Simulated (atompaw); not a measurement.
# Cr: one change to a PAW (atompaw) potential, before and after

atompaw 4.2.0.5 input, output lines left out:

```
Cr 24
GGA-PBE loggrid 1500 logderivrange -6 5 276
4 4 3 0 0 0
4 0 0
4 1 0
3 2 5
0 0 0
c
c
c
v
c
v
v
v
2
2.50 1.80 1.65 2.30
y
0.1
n
n
y
-0.25
n
custom rrkj vanderbiltortho sinc
3 1 troulliermartins
2.50
2.50
1.40
2.50
2.50
2.50
```

All-electron outer shells of the reference configuration (PBE, non-relativistic, ld1.x):

```json
{"shell": "3s", "level (eV)": "-79.49", "outermost node (bohr)": "0.36", "outermost maximum (bohr)": "0.79"}
{"shell": "3p", "level (eV)": "-52.11", "outermost node (bohr)": "0.33", "outermost maximum (bohr)": "0.81"}
{"shell": "3d", "level (eV)": "-9.93", "outermost node (bohr)": "–", "outermost maximum (bohr)": "0.84"}
{"shell": "4s", "level (eV)": "-9.80", "outermost node (bohr)": "1.13", "outermost maximum (bohr)": "2.61"}
{"shell": "4p", "level (eV)": "-5.96", "outermost node (bohr)": "1.24", "outermost maximum (bohr)": "3.31"}
```

Change: wave 3p (bound): rc 1.40 bohr becomes 3p (bound): rc 2.46 bohr.

Cutoffs: the cutoffs (Ry, on a coarse ladder) from which the occupation-weighted sum of valence levels, in a spherical-Bessel basis at the reference potential, stays within 10 and 1 mRy of its value at 400 Ry; they do not see the model core or the augmentation charge, which bear on the density cutoff.

**Question.** What does the change do?

**Answer.** The potential gets softer (40 Ry and 70 Ry → 15 Ry and 25 Ry); both files keep a bound ghost (s); the range in which the p phases agree widens (upper end -0.2 → 3.5).

```tsv
quantity	base	changed
cutoff, loose	40 Ry	15 Ry
cutoff, tight	70 Ry	25 Ry
loose cutoff by channel (10 mRy a level)	p 35 Ry, d 12 Ry	p 12 Ry, d 12 Ry
bound ghosts	s	s
s: phases at 2.51 bohr within 0.05 rad from the reference energy up to (Ry; the scan ends near 5)	4.2	4.2
p: phases at 2.51 bohr within 0.05 rad from the reference energy up to (Ry; the scan ends near 5)	-0.2	3.5
d: phases at 2.51 bohr within 0.05 rad from the reference energy up to (Ry; the scan ends near 5)	0.4	0.4
lowest overlap eigenvalue by channel	s 0.28, p 0.48, d 0.10	s 0.28, p 0.71, d 0.10
```

 A true bound ghost makes a file unfit for plane-wave use even where its test errors are small: the radial tests pick states by their node count and pass the ghost by. The cutoffs see the waves, projectors and local potential, not the compensation charge or the core.
